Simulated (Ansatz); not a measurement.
`F[SiH2]N[SiH2]F` + H₂Se → `F[SiH2][SeH]` + `N[SiH2]F`  (ligand exchange at the Si–N bond)

Gas-phase electronic energies from Ansatz, PBE0-D4/def2-TZVP geometries. CCSD(T)/CBS is the MP2 limit (def2-TZVPP, def2-QZVPP) plus CCSD(T) − MP2 in def2-TZVPP, frozen cores. Functionals use def2-TZVPP. B3LYP here is the variant with VWN-RPA as its local correlation; programs differ in this. For Se outer-core shells are correlated without core-valence functions, which leaves a few kJ/mol of doubt a bond. Scalar relativity is left out up to krypton. Each species was taken in one conformer, which may not be the lowest.

`F[SiH2]N[SiH2]F`:

Cartesian coordinates in Å:
```
F -0.189 -1.089 -2.337
Si -0.261 0.272 -1.502
N -0.611 -0.001 0.153
Si 0.483 -0.166 1.462
F 0.840 -1.695 1.762
H 1.068 0.912 -1.588
H -1.348 1.069 -2.112
H -1.583 -0.176 0.371
H -0.141 0.358 2.697
H 1.741 0.515 1.094
```

H₂Se:

Cartesian coordinates in Å:
```
Se 0.361 -0.581 0.011
H -0.850 -0.112 0.692
H 0.489 0.693 -0.703
```

`F[SiH2][SeH]`:

```xyz
6

F     1.713   -0.554   -0.135
Si    0.171   -0.463    0.272
Se   -0.626    1.646    0.141
H    -0.566   -1.358   -0.646
H     0.046   -0.859    1.691
H    -0.738    1.588   -1.323
```

`N[SiH2]F`:

Z-matrix (Å, degrees):
```
Si
F 1 1.605
N 1 1.696 2 114.6
H 1 1.479 2 105.8 3 -119.3
H 1 1.479 2 105.8 3 119.3
H 3 1.006 1 122.0 2 77.5
H 3 1.006 1 122.0 2 -77.5
```

Problem. Is it downhill or uphill in electronic energy at CCSD(T)/CBS, and by how much? (Estimate.)

Solution. Ansatz gave: Uphill: ΔE = +2.0 kcal/mol.

Problem. What do these levels give: PBE0-D4, B3LYP-D4, ωB97X-V, ωB97M-V, B2PLYP, PBE, PBE0, SCS-MP2/def2-TZVPP, HF/def2-QZVPP, SCS-MP2/def2-QZVPP, MP2/CBS(def2), CCSD/CBS(def2)? (Best estimate.)

Solution. The calculation gave: PBE0-D4 0.5, B3LYP-D4 2.3, ωB97X-V 2.1, ωB97M-V 2.3, B2PLYP 2.2, PBE -0.8, PBE0 0.0, SCS-MP2/def2-TZVPP 3.1, HF/def2-QZVPP 3.9, SCS-MP2/def2-QZVPP 2.6, MP2/CBS(def2) 1.2, CCSD/CBS(def2) 2.2 kcal/mol.

Largest T1 diagnostic among the species: 0.012.

From PBE to PBE0 (25 % exact exchange), in def2-TZVPP and without D4, ΔE moves by +0.7 kcal/mol. The D4 term adds +0.8 kcal/mol with B3LYP and +0.5 kcal/mol with PBE0; it sums over pairs of atoms, weighted by their polarisabilities, and B3LYP, whose exchange is more repulsive, gets the larger term.
